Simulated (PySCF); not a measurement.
Adding and removing an electron: SrLi

ROHF-CCSD(T); Sr def2-SVP with ECP28, Li def2-SVP; scalar-relativistic core potentials (PySCF 2.14). Neutral (ROHF): doublet (σ ↑), Re = 3.711 Å, ωe = 140 cm⁻¹, De = 0.19 eV.

SrLi⁺ (RHF): singlet (closed shell), Re = 3.503 Å, ωe = 212 cm⁻¹, De = 1.24 eV to Sr + Li⁺. The energies at the minima are -37.86350 hartree for SrLi and -37.70911 for SrLi⁺.

**Question.** Work out the adiabatic ionisation energy, without and with harmonic zero-point energies (1 hartree = 27.2114 eV, 1 eV = 8065.5 cm⁻¹), and the change of the bond length.

**Answer.** At CCSD(T): 0.15439 hartree = 4.201 eV between the minima; the zero-point term (212.0 − 140.0)/2 cm⁻¹ = +0.004 eV makes it 4.206 eV. Re changes by -20.8 pm against the neutral. The electron leaves a σ orbital, and the shorter bond of the ion fits an antibonding orbital, or a change in how ionic the bond is.

Correlated steps freeze no core orbitals. Weak bonds: SrLi. Basis-set superposition, not corrected here, can be much of De in a small basis, most of all at correlated wavefunction levels. For an ion De counts to the pair picked by the measured ionisation energies or electron affinities, which need not be the lowest pair at this level. The CCSD T1 diagnostic is raised in SrLi⁺, a sign that a single reference may not be enough there. States were picked by a PBE0 search and need not be the measured ground states.
